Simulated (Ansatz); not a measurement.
# Four-centre ligand exchange

Start structure (GeH6Se, singlet), relaxed at PBE0-D4/def2-TZVP:

```xyz
8
angstrom
Ge -1.0162 0.6426 -0.8539
H 0.1100 -0.1790 -1.4955
H -1.9348 -0.2788 -0.0435
H -0.4139 1.7169 0.0601
H -1.8316 1.3253 -1.9647
H 1.6323 -2.0120 0.8547
Se 1.2435 -1.1114 1.9453
H 2.2106 -0.1036 1.4976
```

The step: GeH₄ + H₂Se → GeH₄Se ([GeH3][SeH]) + H₂; bonds formed: Ge1–Se7, H2–H6; bonds broken: Ge1–H2, H6–Se7. Program: Ansatz 0.2.0. Basis: def2-TZVPP and def2-QZVPP. Cores are frozen in the correlated methods. Filled d shells of the heavier atoms are correlated. The def2 sets are not built for correlating such inner shells, so the correlated values are less sure here. Extrapolation: Hartree–Fock as exp(−7.88 √X), correlation as X^−2.97. Energies below are by CCSD(T) at an estimated basis limit (MP2 extrapolated from triple and quadruple zeta, plus CCSD(T) − MP2 in triple zeta).

**Question.** What are the electronic barrier and the energy of the step, from the start structure to the end structure? (Judge from chemistry; the value comes from the calculation.)

**Answer.** By the calculation: Barrier 54.05 kcal/mol; step energy -8.02 kcal/mol (downhill); reverse barrier, their difference, 62.07 kcal/mol. Barrier and step energy count from the start structure, the reverse barrier from the end structure.

The saddle point: One imaginary mode of 1359i cm⁻¹.
```json
{"pair": "Ge1–Se7", "start (Å)": "4.00", "saddle (Å)": "2.83", "end (Å)": "2.36"}
{"pair": "H2–H6", "start (Å)": "3.35", "saddle (Å)": "0.95", "end (Å)": "0.75"}
{"pair": "Ge1–H2", "start (Å)": "1.53", "saddle (Å)": "1.83", "end (Å)": "4.00"}
{"pair": "H6–Se7", "start (Å)": "1.47", "saddle (Å)": "1.86", "end (Å)": "3.26"}
```

Zero-point energy (harmonic, PBE0-D4): ZPE is 27.78 kcal/mol at the start and 27.02 kcal/mol at the saddle, so the barrier goes from 54.05 to 53.29 kcal/mol.

The T1 diagnostic stays at or below 0.014.

Labels in which every atom is bracketed show which atoms are joined, not bond orders.

For scale, one of the runs: CCSD(T)/def2-TZVPP, 180 basis functions, launched by `ansatz run in.yaml --threads 4 --pin off --events-out ev --progress --plain --max-ram 9574MiB`. Hardware: 4 CPU threads of an Arm Neoverse V1, shared host. Wall time 45 s; peak host memory 1.7 GiB.
